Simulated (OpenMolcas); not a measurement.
## Sb3+: effect of the active space

```yaml
Program: OpenMolcas 26.06
Method: MS-CASPT2 or its RAS form, IPEA 0.25 Eh, imaginary shift 0.1 Eh
Basis: ANO-RCC-VQZP
Scalar_Hamiltonian: DKH2, point nucleus
Spin-orbit_coupling: state interaction with AMFI integrals over the reference wave functions, term energies averaged over their components
```

A. 2 electrons in 4 orbitals (5s 5p); 2S+1 = 3 even, 3 roots; 2S+1 = 1 even, 7 roots; 2S+1 = 3 odd, 3 roots; 2S+1 = 1 odd, 3 roots; closed shells correlated: 4d; CASPT2 step of the order of 6 core-seconds
B. 2 electrons in 8 orbitals (5s 5p 6s 6p); 2S+1 = 3 even, 3 roots; 2S+1 = 1 even, 7 roots; 2S+1 = 3 odd, 3 roots; 2S+1 = 1 odd, 3 roots; closed shells correlated: 4d; CASPT2 step about 9 core-seconds
C. 2 electrons in 9 orbitals (RAS2 5s 5p; RAS3 5d, at most 2 electrons); 2S+1 = 3 even, 3 roots; 2S+1 = 1 even, 7 roots; 2S+1 = 3 odd, 3 roots; 2S+1 = 1 odd, 3 roots; closed shells correlated: 4d; CASPT2 step about 13 core-seconds

Energies in cm⁻¹ above 5s² ¹S₀, the measured ground level; measured values from Moore, Atomic Energy Levels, vol. III, NSRDS-NBS 35 (1971 reprint of NBS Circular 467, 1958).

```tsv
Level	A	B	C	Measured
5s² ¹S₀	0.0	0.0	0.0	0.0
5s 5p ³P°₀	65120	64900	65590	
5s 5p ³P°₁	67050	66820	67510	66700
5s 5p ³P°₂	71830	71600	72270	72560
5s 5p ¹P°₁	94600	94140	95030	95952
5p² ³P₀	153000	153350	153480	152076
5p² ³P₁	156460	156150	156850	156388
5p² ¹D₂ [51 %]	157650	156700	156700	
5p² ³P₂ [51 %]	163740	162950	162600
```

Deviations, from unrounded energies. A percentage is the sum of absolute deviations over the sum of measured energies, with the sign that they share, or ± where signs differ.

```tsv
Against measurement	Levels	A	B	C
mean absolute deviation (cm-1)	5	690	880	780
other configurations (%)	5	±0.6	±0.8	±0.7
```

A lies closest to measurement on these levels and B furthest from it. The largest miss of A in the table is 5s 5p ¹P°₁, by -1400 cm-1. The ranking rests on the paired levels alone, and a cruder setting can come out closer through cancelling errors.

Among A to C the level of the table that moves most is 5p² ³P₂ [51 %], by 1100 cm-1 (lowest in C, highest in A). Moves below CASPT2's spread within the term are not significant.

Term energies are means over components that CASPT2 splits; among the terms shown or strongly mixed into the levels shown the widest spread is 42 cm-1 (5p² ¹D, C). Over all roots computed the reference weight is 0.89 to 0.95 in A, 0.87 to 0.94 in B; the roots of lowest weight are the least certain, and an intruder state may touch them. The ¹D term of p² mixes with s d, which this space lacks (holds for A; B). Active for correlation alone: 6p 6s; no level in the range computed is led by a configuration that fills them, so any true level of that kind is missing (holds for B). Active for correlation alone: 5d; no level in the range computed is led by a configuration that fills it, so any true level of that kind is missing (holds for C). Some terms mix strongly with configurations of 5d, whose occupation reaches 0.29 (5p² ¹D) (holds for C). Measured partners are found by configuration, term and J. A level has none where our copy of the source lacks it or the pairing is in doubt (some pairs that miss far off the trend of their configuration count as doubtful), and it then counts in no deviation. Levels of configurations outside the active space are missing. The table leaves out levels that lie high or whose names do not pair safely across all columns.

A share in square brackets marks a mixed level and gives the weight of the term that names it, the lowest over the columns. ° marks odd parity.
